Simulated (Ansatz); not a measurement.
Consider the formal exchange of groups at a Ge–Si bond: `S[SiH2][SiH2][GeH3]` + `C[SiH](F)F` → `C[Si](F)(F)[GeH3]` + `[SiH3][SiH2]S`.

Isolated molecules relaxed with PBE0-D4/def2-TZVP in Ansatz; ΔE leaves out vibrations. CBS: MP2 limit from def2 TZ/QZ plus the TZ coupled-cluster correction, frozen cores. DFT in def2-TZVPP. B3LYP here is the variant with VWN-RPA as its local correlation; programs differ in this. For Ge outer-core shells are correlated without core-valence functions, which leaves a few kJ/mol of doubt a bond. Scalar relativity is left out up to krypton. One conformer a species, not always the lowest.

`S[SiH2][SiH2][GeH3]`:

Z-matrix (Å, degrees):
```
Si
Si 1 2.336
S 1 2.145 2 109.7
H 1 1.486 2 112.5 3 115.5
H 1 1.489 2 110.1 3 -123.2
Ge 2 2.381 1 108.8 3 58.2
H 2 1.488 1 109.4 3 -61.5
H 2 1.490 1 111.0 3 178.3
H 3 1.344 1 95.0 2 -52.3
H 6 1.538 2 110.1 1 63.8
H 6 1.537 2 111.7 1 -175.3
H 6 1.540 2 110.1 1 -55.1
```

`C[SiH](F)F`:

```xyz
8

C    -0.939    0.078   -0.299
Si    0.796   -0.109    0.283
F     1.236    1.186    1.095
F     1.775   -0.221   -0.967
H    -1.042    0.963   -0.931
H    -1.619    0.181    0.550
H    -1.246   -0.796   -0.878
H     1.038   -1.282    1.147
```

`C[Si](F)(F)[GeH3]`:

```xyz
11

C     1.717    0.213   -0.406
Si   -0.023   -0.310   -0.735
F    -0.546    0.441   -2.043
F    -0.034   -1.867   -1.087
Ge   -1.581    0.073    1.023
H     1.766    1.286   -0.206
H     2.347   -0.006   -1.272
H     2.122   -0.317    0.459
H    -1.645    1.573    1.352
H    -2.984   -0.407    0.625
H    -1.140   -0.678    2.290
```

`[SiH3][SiH2]S`:

Z-matrix (Å, degrees):
```
Si
Si 1 2.338
H 1 1.487 2 109.5
H 1 1.486 2 110.0 3 119.9
H 1 1.486 2 110.0 3 -119.8
S 2 2.143 1 106.2 3 -179.6
H 2 1.488 1 110.6 3 60.1
H 2 1.488 1 110.6 3 -59.3
H 6 1.344 2 95.4 1 -179.6
```

Problem. Is it downhill or uphill in electronic energy at CCSD(T)/CBS, and by how much? (Estimate.)

Solution. Computed: Uphill: ΔE = +22.4 kJ/mol.

Problem. What do these levels give: PBE0-D4, B3LYP-D4, ωB97X-V, B3LYP, HF/def2-TZVPP, MP2/CBS(def2)? (Estimate.)

Solution. Ansatz gave: PBE0-D4 20.4, B3LYP-D4 18.3, ωB97X-V 17.5, B3LYP 15.5, HF/def2-TZVPP 18.1, MP2/CBS(def2) 25.6 kJ/mol.

Largest T1 diagnostic among the species: 0.012.

In def2-TZVPP, CCSD(T) changes the Hartree–Fock value by +4.1 kJ/mol (the triples alone add +1.0 kJ/mol) and MP2 by +7.2 kJ/mol.
